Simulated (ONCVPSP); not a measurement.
# u(r) = r·R(r): atom against pseudo-atom (Zr)

Columns: radius, all-electron u(r) and pseudo u(r) of the 5p shell (level -1.63 eV) of zirconium in the configuration [Kr] 4d2 5s1.75 5p0.25; PBE, scalar-relativistic, ONCV scheme, ONCVPSP 4.0.1.

| r (bohr) | all-electron | pseudo |
| --- | --- | --- |
| 0.145 | -0.0296 | 0.0023 |
| 0.290 | 0.1078 | 0.0090 |
| 0.435 | 0.0824 | 0.0190 |
| 0.580 | -0.0214 | 0.0311 |
| 0.725 | -0.1188 | 0.0445 |
| 0.870 | -0.1791 | 0.0590 |
| 1.015 | -0.1995 | 0.0746 |
| 1.160 | -0.1869 | 0.0914 |
| 1.305 | -0.1511 | 0.1092 |
| 1.450 | -0.1007 | 0.1274 |
| 1.595 | -0.0428 | 0.1457 |
| 1.740 | 0.0178 | 0.1637 |
| 1.885 | 0.0776 | 0.1823 |
| 2.030 | 0.1346 | 0.2028 |
| 2.175 | 0.1877 | 0.2267 |
| 2.320 | 0.2361 | 0.2548 |
| 2.465 | 0.2797 | 0.2865 |
| 2.610 | 0.3185 | 0.3200 |
| 2.755 | 0.3525 | 0.3526 |
| 2.900 | 0.3820 | 0.3820 |
| 3.045 | 0.4071 | 0.4071 |
| 3.190 | 0.4281 | 0.4281 |
| 3.335 | 0.4452 | 0.4452 |
| 3.480 | 0.4588 | 0.4588 |
| 3.625 | 0.4690 | 0.4690 |
| 3.770 | 0.4762 | 0.4762 |

(1) How many radial nodes do the two functions have?

(2) At about which radius was the pseudo-wave matched?

(3) Is the pseudo-wave norm-conserving?

Answers

(1) The all-electron 5p function has n − l − 1 = 3; the pseudo-wave has 0, since the states of the same l below it are removed with the core.

(2) 2.90 bohr, where the columns begin to agree (steps of 0.14 bohr).

(3) Yes: the ONCV scheme keeps the norm inside the radius equal to the all-electron one, which fixes the energy derivative of the logarithmic derivative at the level.
